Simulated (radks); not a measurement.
Q: These are the eigenvalues of the occupied orbitals of an atom or ion with whole-number occupations (eV). All-electron calculation, Dirac Kohn-Sham, exchange-only PBE, spin-unpolarised, spherical densities, finite nucleus; Fermi nuclear charge, rms radius of each element as measured or else 0.836 A^(1/3) + 0.57 fm. Program: a radial shooting solver on a logarithmic mesh with Libxc functionals.

| orbital | eigenvalue |
|---|---|
| 1s1/2 | -51795.72 |
| 2s1/2 | -8580.826 |
| 2p1/2 | -8155.043 |
| 2p3/2 | -7408.399 |
| 3s1/2 | -1901.938 |
| 3p1/2 | -1716.656 |
| 3p3/2 | -1562.538 |
| 3d3/2 | -1243.117 |
| 3d5/2 | -1209.488 |
| 4s1/2 | -375.6108 |
| 4p1/2 | -303.0132 |
| 4p3/2 | -268.6916 |
| 4d3/2 | -149.1217 |
| 4d5/2 | -142.9240 |
| 5s1/2 | -46.3249 |
| 5p1/2 | -26.8848 |
| 5p3/2 | -22.5346 |
| 6s1/2 | -3.1203 |
| 4f5/2 | -2.3121 |
| 4f7/2 | -1.5334 |

Which element is it, and in what charge state? The configuration may be excited. Open shells, if any, fill j = l - 1/2 first.

A: Z = 65, terbium, charge 0: Tb in [Xe] 4f9 6s2. The list shows which subshells hold electrons but not how many an open one holds; the 1s level, -1903.5 hartree, gives Z - s = 61.7 by -(Z - s)^2/2, which with screening and relativity narrows Z to a few neighbours, and the depths of the outer levels then fix element, charge and occupations together.
